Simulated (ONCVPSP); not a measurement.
**Plane-wave convergence, ONCV potential for Sc**

scandium (Sc), optimised norm-conserving Vanderbilt (ONCV), made with ONCVPSP 4.0.1 (PBE, scalar-relativistic). Core [Ne], reference 3s2 3p6 3d1 4s2. Waves: 3s+4s: rc 1.65 bohr, ncon 5, nbas 9, qcut 8.4 1/bohr, 2 projectors; 3p: rc 1.30 bohr, ncon 4, nbas 7, qcut 10.2 1/bohr, 1 projector; 3d: rc 1.40 bohr, ncon 3, nbas 7, qcut 7.1 1/bohr, 2 projectors, debl 1.7 Ha. Local part: polynomial inside 1.20 bohr (lpopt 5, dvloc0 0 Ha). Core correction: none.

Task: For each optimised wave give the share of its norm inside rc, the residual kinetic energy above qcut (Ha) and the cutoffs (Ha) for errors of 10, 1, 0.1 and 0.01 mHa per electron.

Result:

```
         wave  norm inside rc  residual KE  10 mHa  1 mHa  0.1 mHa     0.01 mHa
           3s           0.914      1.8e-06    18.1   24.1     28.7         32.2
           4s           0.038      4.1e-07    10.6   19.6     25.6         30.1
           3p           0.666      4.5e-07    12.4   26.8     37.6         44.6
           3d           0.422      3.0e-03    21.9   50.9    123.8  not reached
d projector 2           0.093      5.7e-03    23.6   37.6     82.8        119.2
```

The occupied waves need 51 Ha and 124 Ha for 1 and 0.1 mHa. 1 of 4 tests not solved or not reliable.
